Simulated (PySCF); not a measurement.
A calculated (M06-2X, PySCF 2.14, x2c-SVPall, scalar relativity by spin-free X2C-1e) atom or ion has these occupied shells.

```json
{"shell": "1s α", "electrons": "1", "orbital energy (eV)": "-3207.6", "rms radius, mean of both spins (bohr)": "0.0993"}
{"shell": "1s β", "electrons": "1", "orbital energy (eV)": "-3206.8", "rms radius, mean of both spins (bohr)": "0.0993"}
{"shell": "2s α", "electrons": "1", "orbital energy (eV)": "-345.83", "rms radius, mean of both spins (bohr)": "0.448"}
{"shell": "2s β", "electrons": "1", "orbital energy (eV)": "-345.55", "rms radius, mean of both spins (bohr)": "0.448"}
{"shell": "2p α", "electrons": "3", "orbital energy (eV)": "-276.48", "rms radius, mean of both spins (bohr)": "0.417"}
{"shell": "2p β", "electrons": "3", "orbital energy (eV)": "-275.58", "rms radius, mean of both spins (bohr)": "0.417"}
{"shell": "3s α", "electrons": "1", "orbital energy (eV)": "-57.425", "rms radius, mean of both spins (bohr)": "1.44"}
{"shell": "3s β", "electrons": "1", "orbital energy (eV)": "-52.894", "rms radius, mean of both spins (bohr)": "1.44"}
{"shell": "3p α", "electrons": "3", "orbital energy (eV)": "-40.219", "rms radius, mean of both spins (bohr)": "1.62"}
{"shell": "3p β", "electrons": "1", "orbital energy (eV)": "-37.708", "rms radius, mean of both spins (bohr)": "1.62"}
```

Q: Name the element and its charge.

A: Ar²⁺ (argon, charge +2), in [Ne] 3s2 3p4, high-spin 3P determinant.
